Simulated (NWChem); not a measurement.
# C2H7NSi; SMILES C/N=C\[SiH3]

```xyz
11

C     -0.7693    -1.7162     0.0945
N      0.6170    -1.3273     0.1627
C      0.9396    -0.0891     0.0852
Si    -0.2033     1.4506    -0.1226
H     -1.5013    -0.8778    -0.0266
H     -0.9065    -2.4255    -0.7497
H     -1.0336    -2.2819     1.0135
H      2.0306     0.1293     0.1460
H     -0.9950     1.3947    -1.4028
H     -1.1701     1.5923     1.0237
H      0.6869     2.6610    -0.1570
```
Atoms are numbered in this order, from 1.

Level: PBE-D3(BJ)/def2-SVP (NWChem), optimised geometry, unscaled harmonic frequencies. 

| frequency (cm⁻¹) | IR intensity (km/mol) |
|---|---|
| 114 | 0.1 |
| 161 | 0.6 |
| 203 | 0.2 |
| 325 | 14.4 |
| 450 | 5.3 |
| 558 | 21.9 |
| 589 | 11.9 |
| 731 | 58.7 |
| 847 | 23.3 |
| 870 | 170.5 |
| 906 | 27.3 |
| 913 | 34.7 |
| 973 | 15.8 |
| 1081 | 0.6 |
| 1103 | 4.2 |
| 1307 | 15.5 |
| 1352 | 2.0 |
| 1389 | 3.0 |
| 1416 | 18.9 |
| 1663 | 18.0 |
| 2152 | 42.1 |
| 2160 | 92.7 |
| 2179 | 99.4 |
| 2883 | 45.9 |
| 2975 | 26.0 |
| 3007 | 19.0 |
| 3037 | 5.3 |

```yaml
zero_point_energy: 50.5 kcal/mol
thermal correction to the enthalpy at 298.15 K (with zero-point energy): 55.0 kcal/mol
heat capacity Cv: 21.2 cal/(mol K)
entropy at 298.15 K and 1 atm (symmetry number 1): 76.3 cal/(mol K)
dipole_moment: 0.92 D
```

Rigid rotor and harmonic oscillator.
